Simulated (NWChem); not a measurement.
The numbers come from NWChem runs, not from measurements. System: propylene glycol (C$_{3}$H$_{8}$O$_{2}$), charge 0, spin multiplicity 1, at a geometry optimised with PBE0/def2-SVP. Level: RHF/def2-SVP.

NWChem printed:

```
             Northwest Computational Chemistry Package (NWChem) 7.3.0
             --------------------------------------------------------

                                NWChem Input Module
                                -------------------

 Scaling coordinates for geometry "geometry" by  1.889725989
 (inverse scale =  0.529177249)

                             Geometry "geometry" -> ""
                             -------------------------

 Output coordinates in angstroms (scale by  1.889725989 to convert to a.u.)

  No.       Tag          Charge          X              Y              Z
 ---- ---------------- ---------- -------------- -------------- --------------
    1 C                    6.0000     1.82454400     0.14746900     0.38415700
    2 C                    6.0000     0.43679600     0.28361500    -0.20661100
    3 O                    8.0000    -0.30700900     1.32319000     0.40928700
    4 C                    6.0000    -0.38491200    -0.99767700    -0.14408400
    5 O                    8.0000    -1.67250200    -0.78058200    -0.63086200
    6 H                    1.0000     2.35806200     1.10775300     0.33834900
    7 H                    1.0000     1.77473100    -0.16817600     1.44062900
    8 H                    1.0000     2.41743800    -0.60419000    -0.15878400
    9 H                    1.0000     0.50852100     0.58412900    -1.26568100
   10 H                    1.0000    -0.26491600     1.18678000     1.36408400
   11 H                    1.0000     0.08989700    -1.79051000    -0.74585600
   12 H                    1.0000    -0.39298000    -1.35839800     0.91084100
   13 H                    1.0000    -1.91323700     0.10130000    -0.31174300

 Effective nuclear repulsion energy (a.u.)     196.0748157075

            Nuclear Dipole moment (a.u.)
            ----------------------------
        X                 Y               Z
 ---------------- ---------------- ----------------
    -0.0000075589    -0.0000113384     0.0000207870


 Summary of "ao basis" -> "" (spherical)
 ------------------------------------------------------------------------------
       Tag                 Description            Shells   Functions and Types
 ---------------- ------------------------------  ------  ---------------------
 *                          def2-svp                  on all atoms

 Summary of "ao basis" -> "ao basis" (spherical)
 ------------------------------------------------------------------------------
[...]
              MO Center= -6.6D-01, -4.1D-01, -1.7D-01, r^2= 2.7D+00
   Bfn.  Coefficient  Atom+Function         Bfn.  Coefficient  Atom+Function
  ----- ------------  ---------------      ----- ------------  ---------------
    62      0.322403   5 O  pz               65      0.267706   5 O  pz
   101     -0.230083  12 H  s                60     -0.204382   5 O  px
    19     -0.202366   2 C  py               47      0.196762   4 C  py
    61     -0.192453   5 O  py               63     -0.181406   5 O  px
    18     -0.170421   2 C  px               64     -0.159874   5 O  py

 Vector   22  Occ=0.000000D+00  E= 1.609537D-01
              MO Center=  8.4D-01, -3.5D-02,  9.2D-01, r^2= 6.3D+00
   Bfn.  Coefficient  Atom+Function         Bfn.  Coefficient  Atom+Function
  ----- ------------  ---------------      ----- ------------  ---------------
     3      1.829476   1 C  s                45      0.974662   4 C  s
    77     -0.909000   7 H  s                82     -0.824540   8 H  s
    92     -0.746686  10 H  s               102     -0.665519  12 H  s
    72     -0.657673   6 H  s                97     -0.595842  11 H  s
    31      0.365807   3 O  s                17      0.332742   2 C  s

 Vector   23  Occ=0.000000D+00  E= 1.991719D-01
              MO Center=  6.9D-01,  2.2D-01, -2.6D-02, r^2= 7.2D+00
   Bfn.  Coefficient  Atom+Function         Bfn.  Coefficient  Atom+Function
  ----- ------------  ---------------      ----- ------------  ---------------
     3      1.203818   1 C  s                87     -1.091518   9 H  s
    82     -0.946644   8 H  s                92      0.863484  10 H  s
    72     -0.732811   6 H  s                97     -0.675449  11 H  s
    17      0.622629   2 C  s                31     -0.522507   3 O  s
   102      0.470882  12 H  s                23     -0.456647   2 C  pz

 Vector   24  Occ=0.000000D+00  E= 2.167881D-01
              MO Center=  3.6D-01,  1.2D-01,  2.7D-01, r^2= 7.2D+00
   Bfn.  Coefficient  Atom+Function         Bfn.  Coefficient  Atom+Function
  ----- ------------  ---------------      ----- ------------  ---------------
     3      1.722834   1 C  s                77     -1.351114   7 H  s
    17     -1.211689   2 C  s                87      1.131004   9 H  s
   107      0.640019  13 H  s                72     -0.625344   6 H  s
    59     -0.533533   5 O  s                97      0.467717  11 H  s
    92      0.448823  10 H  s                 9      0.427795   1 C  pz

 center of mass
 --------------
 x =  -0.11260046 y =   0.02313747 z =  -0.03872236

 moments of inertia (a.u.)
 ------------------
         279.147674067178         -88.512026154703         -88.995259354458
         -88.512026154703         455.700580221283         -69.433318050162
         -88.995259354458         -69.433318050162         600.844359144865

  Mulliken analysis of the total density
  --------------------------------------

    Atom       Charge   Shell Charges
 -----------   ------   -------------------------------------------------------
    1 C    6     6.04   1.99  0.86  0.21  2.05  0.90  0.04
    2 C    6     5.91   1.99  0.89  0.23  1.99  0.73  0.08
    3 O    8     8.47   1.99  1.05  0.73  2.84  1.85  0.01
    4 C    6     5.70   1.99  0.88  0.13  1.99  0.64  0.08
    5 O    8     8.45   1.99  1.05  0.70  2.85  1.84  0.02
    6 H    1     0.94   0.75  0.17  0.03
    7 H    1     0.98   0.76  0.20  0.03
    8 H    1     0.96   0.75  0.18  0.03
    9 H    1     0.96   0.77  0.17  0.02
   10 H    1     0.81   0.68  0.06  0.07
   11 H    1     0.98   0.77  0.18  0.02
   12 H    1     1.01   0.77  0.21  0.02
   13 H    1     0.80   0.67  0.06  0.07

       Multipole analysis of the density wrt the origin
       ------------------------------------------------

     L   x y z        total         open         nuclear
     -   - - -        -----         ----         -------
     0   0 0 0     -0.000000      0.000000     42.000000

     1   1 0 0      0.843441      0.000000     -0.000008
     1   0 1 0      0.016430      0.000000     -0.000011
     1   0 0 1      0.701709      0.000000      0.000021

     2   2 0 0    -25.020676      0.000000    227.996352
     2   1 1 0     -2.121418      0.000000     45.962873
     2   1 0 1     -1.984958      0.000000     48.458019
     2   0 2 0    -26.097143      0.000000    121.051638
     2   0 1 1      0.071203      0.000000     36.772878
     2   0 0 2    -21.954916      0.000000     46.249087

 Task  times  cpu:        3.5s     wall:        3.5s

 Total times  cpu:        3.5s     wall:        3.5s
```

Task: Write an NWChem input that would produce this output.

Result: This is not unique; one that fits is 
```
start mol
memory heap 200 mb stack 900 mb global 1100 mb
geometry units angstroms nocenter noautoz noautosym
  C      1.824544     0.147469     0.384157
  C      0.436796     0.283615    -0.206611
  O     -0.307009     1.323190     0.409287
  C     -0.384912    -0.997677    -0.144084
  O     -1.672502    -0.780582    -0.630862
  H      2.358062     1.107753     0.338349
  H      1.774731    -0.168176     1.440629
  H      2.417438    -0.604190    -0.158784
  H      0.508521     0.584129    -1.265681
  H     -0.264916     1.186780     1.364084
  H      0.089897    -1.790510    -0.745856
  H     -0.392980    -1.358398     0.910841
  H     -1.913237     0.101300    -0.311743
end
basis spherical
  * library def2-svp
end
scf
  rhf
  nopen 0
  maxiter 100
  thresh 1e-7
  semidirect memsize 60000000 filesize 0
end
task scf energy
```
